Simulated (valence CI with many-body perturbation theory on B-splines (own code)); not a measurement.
# Which ion has this spectrum?

A relativistic CI+MBPT calculation for an atom or ion with 5 electrons gives these levels (cm⁻¹):

```
  J  Parity       E     g
1/2     odd     0.0  0.67
3/2     odd     386  1.33
1/2    even   71375  2.67
3/2    even   71506  1.73
5/2    even   71690  1.60
5/2    even  127002  1.20
3/2    even  127015  0.80
1/2    even  164521  2.00
1/2    even  180643  0.67
3/2    even  180884  1.33
3/2     odd  231565  2.00
5/2     odd  255231  1.20
3/2     odd  255261  0.80
1/2     odd  289169  0.67
```

The energies are calculated, with errors of about 73 cm⁻¹, more in some levels.

Q: Which is it?
A. C+
B. B
C. Na6+
D. O3+

A: D. O3+, ground level 2s2 2p 2P°_1/2.
